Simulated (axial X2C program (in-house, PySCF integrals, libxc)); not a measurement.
**Worked dissociation energy of TiBr: HF, spin-free**

All values were computed with an axial X2C code built on PySCF integrals. Spin-free means the one-electron spin-free X2C Hamiltonian. Basis: Br dyall-v3z [8s9p6d1f], Ti dyall-v3z [10s10p6d3f2g] (cores contracted in-house); Gaussian nuclei, density fitting, unrestricted open shells. Masses: Br 78.918 u, Ti 47.948 u.

Molecular state: M_S = 3/2, Λ = 3 (beyond evenly filled blocks: σα, π+α, δ+α).

- E(Br) (2M_S = 1, M_L = 0): -2604.502828 hartree
- E(Ti) (2M_S = 2, M_L = 0): -852.750090 hartree
- E(TiBr) at Re: -3457.380303 hartree
- ωe: 284.1 cm⁻¹
- ωexe: 0.786 cm⁻¹

Question: Work out De and D0.

Answer: De = -2604.502828 + (-852.750090) − (-3457.380303) = 0.12739 hartree = 3.466 eV. The zero-point energy is ωe/2 − ωexe/4 = 142 cm⁻¹ = 0.018 eV, so D0 = 3.449 eV.

Occupations by symmetry block were frozen at the best pattern of an incomplete PBE0 search. De is counted from the lowest determinant-based energies of the atoms at the same level, without counterpoise correction. Other states lie close and PBE0, whose exact exchange favours high spin, may order them wrongly; the determinant shown need not be the ground state. The nearest other spin-free determinant of the search, M_S = 3/2, Λ = 0, lies 0.05 eV up at the distance of the search. Spin-free De lacks the spin–orbit lowering of the heavy p-block atom, a tenth of an eV or more for 4p and 5p, up to an eV for 6p and one to two eV for 7p atoms, less what an open-shell molecule gains itself.

Hartree–Fock lacks correlation and underbinds, often by eV.

Each atomic determinant is the lowest at this level and need not be a pure term. Totals compare only within one Hamiltonian and basis.
